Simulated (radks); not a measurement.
Results of a calculation; reference values are marked as such.
Problem. Radial electron density D(r) = 4 pi r^2 rho(r) of an atom or ion with 68 electrons. Level of theory: Dirac Kohn-Sham, XLYP, spin-unpolarised, spherical densities, finite nucleus; Fermi nuclear charge, rms radius of each element as measured or else 0.836 A^(1/3) + 0.57 fm (a radial shooting solver on a logarithmic mesh with Libxc functionals).

```
   r/bohr * D(r) (the largest magnitude, 121, reaches the edge; | marks zero)
 0.001609 |    *
 0.001888 |      *
 0.002198 |       *
 0.002559 |         *
 0.003003 |            *
 0.003496 |              *
 0.004102 |                  *
 0.004776 |                     *
 0.005604 |                         *
 0.006524 |                             *
 0.007595 |                                 *
 0.008913 |                                     *
  0.01038 |                                       *
  0.01218 |                                         *
  0.01418 |                                          *
  0.01664 |                                         *
  0.01937 |                                        *
  0.02255 |                                      *
  0.02646 |                                     *
   0.0308 |                                     *
  0.03614 |                                        *
  0.04208 |                                             *
  0.04938 |                                                  *
  0.05749 |                                                      *
  0.06692 |                                                      *
  0.07853 |                                                  *
  0.09143 |                                             *
   0.1073 |                                         *
   0.1249 |                                          *
   0.1466 |                                              *
   0.1706 |                                                 *
   0.1986 |                                              *
   0.2331 |                                      *
   0.2714 |                            *
   0.3185 |                      *
   0.3708 |                       *
   0.4351 |                          *
   0.5065 |                          *
   0.5897 |                      *
    0.692 |                *
   0.8056 |           *
   0.9453 |       *
    1.101 |      *
    1.291 |    *
    1.503 |   *
     1.75 | *
    2.054 |*
    2.391 |*
    2.806 |*
    3.267 *
    3.834 *
    4.463 *
    5.195 *
    6.097 *
    7.098 *
    8.329 *
    9.697 *
    11.38 *
    13.25 *
```

What is the nuclear charge?

Solution. Z = 68. The innermost maximum, from 1s, lies near gamma/Z bohr with gamma = sqrt(1 - (Z/c)^2) = 0.868, here 0.0128 bohr (found: 0.0141), and its height grows with Z. The density is that of neutral erbium in [Xe] 4f12 6s2; the configuration itself is not fixed sharply by these data, and Z only to a few units. D(r) has 4 maxima, at r = 0.0141, 0.0628, 0.175, 0.475 bohr, and minima at 0.0273, 0.114, 0.337 bohr, inside which lie 2.02, 11.18, 29.57 electrons.
